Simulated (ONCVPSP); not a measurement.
## What one change does to a pseudopotential (Ar, ONCV)

Ar, optimised norm-conserving Vanderbilt (ONCV), made with ONCVPSP 4.0.1 (PBE, scalar-relativistic). Core [Ne], reference 3s2 3p5 (charge +1). Waves: 3s: rc 0.95 bohr, ncon 4, nbas 8, qcut 5.5 1/bohr, 1 projector; 3p: rc 1.35 bohr, ncon 4, nbas 8, qcut 6.2 1/bohr, 2 projectors, debl 0.6 Ha. Local part: polynomial inside 0.95 bohr (lpopt 5, dvloc0 6 Ha). Core correction: Teter function, fcfact 4.75, rcfact 1.15.

In the p channel the program set the typed energies aside and used -0.813, 0.250 Ha.

Change: p: rc 1.58.

Cutoffs: the cutoffs (Ha) at which the residual kinetic energy of the hardest occupied pseudo-wave falls to 1 and 0.1 mHa per electron; they do not see the model core or the augmentation charge, which bear on the density cutoff. Errors are all-electron minus pseudo energies relative to the spin-unpolarised reference configuration.

**Question.** What does the change do?

**Answer.** The potential gets neither clearly harder nor softer (145 Ha and 196 Ha → 145 Ha and 196 Ha); of the 4 tests that both files solve, the error grows in 1 and shrinks in 2 by more than 15 % and 0.3 meV (median size 3.9 → 2.8 meV); neither file shows a bound ghost.

| quantity | base | changed |
| --- | --- | --- |
| cutoff, loose | 145 Ha | 145 Ha |
| cutoff, tight | 196 Ha | 196 Ha |
| loose cutoff by channel | s 145 Ha, p 10 Ha | s 145 Ha, p 9.2 Ha |
| bound ghosts | none | none |
| GHOST(+) flags under 300 eV | none | none |
| error for 3s2 3p6, meV [ΔE -16.06 eV] | +3.7 | +3.2 |
| error for 3s2 3p4, meV [ΔE 28.66 eV] | +4.1 | +2.5 |
| error for 3s2 3p3, meV [ΔE 71.24 eV] | +36 | +27 |
| error for 3s1 3p6, meV [ΔE 14.62 eV] | +0.3 | +2.3 |
| s: phases at 0.97 bohr within 0.05 rad from the reference energy up to (Ha; the scan ends near 5) | 0.7 | 0.7 |
| rms error of d²Exc/dni dnj with the model core, mHa | 0.78 | 0.82 |
